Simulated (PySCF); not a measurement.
Compound: BClH4N2.
Atom-mapped SMILES: `[NH2:1][B:2]([NH2:3])[Cl:4]` (hydrogens: H5, H6 on N1; H7, H8 on N3)

Structure used (PBE0-D3(BJ)/def2-SVP), in Å, numbered top down from 1:
```
atom  x, y, z in Å
N1     1.4138    1.5287   -0.5967
B2     0.2552    2.0644   -1.1887
N3    -1.0611    1.7108   -0.8397
Cl4    0.4706    3.2890   -2.4853
H5     1.3991    0.8390    0.1406
H6     2.3374    1.8188   -0.8804
H7    -1.8592    2.1243   -1.2978
H8    -1.2903    1.0344   -0.1260
```

The calculation used PySCF 2.14.0, PBE0-D3(BJ)/def2-SVP geometry optimisation, gas phase.

Masses are those of the commonest isotopes; rigid-rotor values at the optimised geometry. 

Problem. Give the principal moments of inertia and the rotational constants in MHz.

Solution. Ia = 56.24, Ib = 108.84, Ic = 165.08 u·Å²; 505379 MHz·u·Å²/I gives A = 8986, B = 4643, C = 3061 MHz.

Problem. What kind of rotor is it?

Solution. An asymmetric top: κ = (2 × 4643 − 8986 − 3061)/(8986 − 3061) = -0.47.

Problem. Is it planar, by Δ = Ic − Ia − Ib?

Solution. Planar: Δ = Ic − Ia − Ib = 0.00 u·Å². For a rigid frame Δ = −2 Σ m c², so it vanishes when all atoms lie in the ab plane; here none is more than 0.01 Å from it.

Problem. Which lines would a microwave search look for?

Solution. The dipole components are |μa| = 2.92 D, |μb| = 0.00 D, |μc| = 0.00 D; the symmetry axis of this C2v structure is a, so μb and μc vanish by symmetry and there are no b-type or c-type lines. Some lines, for components of 0.1 D or more:

| type | branch | J(Ka,Kc) | MHz | lower level (cm⁻¹) |
| --- | --- | --- | --- | --- |
| a | Q | 2(2,0) ← 2(2,1) | 359 | 1.456 |
| a | Q | 1(1,0) ← 1(1,1) | 1582 | 0.402 |
| a | Q | 2(1,1) ← 2(1,2) | 4746 | 0.863 |
| a | R | 1(0,1) ← 0(0,0) | 7705 | 0.000 |
| a | R | 2(1,2) ← 1(1,1) | 13828 | 0.402 |
| a | R | 2(0,2) ← 1(0,1) | 15050 | 0.257 |
| a | R | 2(1,1) ← 1(1,0) | 16991 | 0.455 |

Problem. Estimate the classical rotational partition function at 25 K, 298.15 K and 500 K.

Solution. Point group C2v, symmetry number σ = 2; q = (√π/σ)·√((kT/h)³/(ABC)), k/h = 20836.6 MHz/K: 932 at 25 K, 38400 at 298.15 K, 83400 at 500 K.

Not checked by PBE0-D3(BJ)/def2-SVP frequencies. Zero-point vibration and centrifugal distortion are left out. Quadrupole hyperfine structure (11B, 14N, 35Cl) is left out.

On one thread of an Arm Neoverse V2, shared host, this took 9.1 s of wall time. This is the geometry optimisation.
